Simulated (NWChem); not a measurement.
# C$_{2}$H$_{7}$OSi anion

```xyz
11

C     -0.8647     0.1856    -1.5178
Si     0.2222    -0.3045     0.0000
C     -0.8647     0.1856     1.5178
O      1.7083     0.2685     0.0000
H     -1.8706    -0.2693    -1.4652
H     -0.9861     1.2809    -1.5803
H     -0.3893    -0.1487    -2.4549
H      0.0911    -1.8371     0.0000
H     -0.9861     1.2809     1.5803
H     -0.3893    -0.1487     2.4549
H     -1.8706    -0.2693     1.4652
```
Atoms are numbered in this order, from 1.

Computed with NWChem. Sets without diffuse functions describe the anion's extra electron poorly. The geometry was optimised at B3LYP/def2-SVPD. Not confirmed as a minimum by frequencies.

Q: Taking Hartree-Fock/def2-TZVPP as the yardstick, which of these has the fewest basis functions while keeping “highest occupied level (eV)” within 0.05 eV of it: Hartree-Fock/def2-SVP; Hartree-Fock/def2-TZVP; Hartree-Fock/def2-SVPD?

A: Hartree-Fock/def2-TZVP.
```json
[
 {"level": "Hartree-Fock/def2-SVP", "basis functions": "95", "highest occupied level (eV)": "-4.23"},
 {"level": "Hartree-Fock/def2-SVPD", "basis functions": "143", "highest occupied level (eV)": "-4.76"},
 {"level": "Hartree-Fock/def2-TZVP", "basis functions": "172", "highest occupied level (eV)": "-4.63"},
 {"level": "Hartree-Fock/def2-TZVPP", "basis functions": "233", "highest occupied level (eV)": "-4.64"}
]
```

The yardstick is one finite set, not the basis-set limit.
